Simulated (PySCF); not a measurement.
# Four-centre ligand exchange

Start structure (BH₃ClO₂F, singlet), relaxed at PBE0-D4/def2-TZVP:

```csv
atom,x (Å),y (Å),z (Å)
B1,-0.2567,-0.1714,-0.8173
F2,0.4913,0.7874,-0.2134
O3,-0.2874,-0.2330,-2.1661
O4,-0.9593,-1.0529,-0.0832
H5,0.5286,0.8158,1.9251
Cl6,0.0258,0.1763,2.9200
H7,0.2464,0.4435,-2.5873
H8,-0.8682,-0.9295,0.8682
```

The step: BH₂O₂F ([OH][B]([OH])[F]) + HCl → BH₂ClO₂ ([OH][B]([OH])[Cl]) + HF; bonds formed: B1–Cl6, F2–H5; bonds broken: B1–F2, H5–Cl6. Computed with PySCF 2.14 with density fitting (its default auxiliary sets; JK sets also for MP2 and CCSD(T)) (basis: def2-TZVPP and def2-QZVPP); correlated methods freeze the cores. Extrapolation: Hartree–Fock as exp(−7.88 √X), correlation as X^−2.97. Energies below are by CCSD(T) at an estimated basis limit (MP2 extrapolated from triple and quadruple zeta, plus CCSD(T) − MP2 in triple zeta).

Task: What are the electronic barrier and the energy of the step, from the start structure to the end structure? (An estimate is asked for; the value comes from the calculation.)

Result: The calculation gives: Barrier 38.65 kcal/mol; step energy 13.19 kcal/mol (uphill); reverse barrier, their difference, 25.46 kcal/mol. Barrier and step energy count from the start structure, the reverse barrier from the end structure.

The saddle point: One imaginary mode of 664i cm⁻¹.
| pair | start (Å) | saddle (Å) | end (Å) |
| --- | --- | --- | --- |
| B1–Cl6 | 3.76 | 2.17 | 1.81 |
| F2–H5 | 2.14 | 1.09 | 0.93 |
| B1–F2 | 1.36 | 1.64 | 3.59 |
| H5–Cl6 | 1.29 | 1.61 | 2.25 |

Zero-point energy (harmonic, PBE0-D4): ZPE is 28.56 kcal/mol at the start and 27.22 kcal/mol at the saddle, so the barrier goes from 38.65 to 37.31 kcal/mol.

T1 diagnostic: at most 0.012.

Labels in which every atom is bracketed show which atoms are joined, not bond orders.

For scale, one of the runs: CCSD(T)/def2-TZVPP, 208 basis functions, launched by `OMP_NUM_THREADS=4 python run.py`. Time: 17 min of wall clock on 4 CPU threads of an Intel Xeon; the host was shared. Peak host memory: 3.6 GiB.
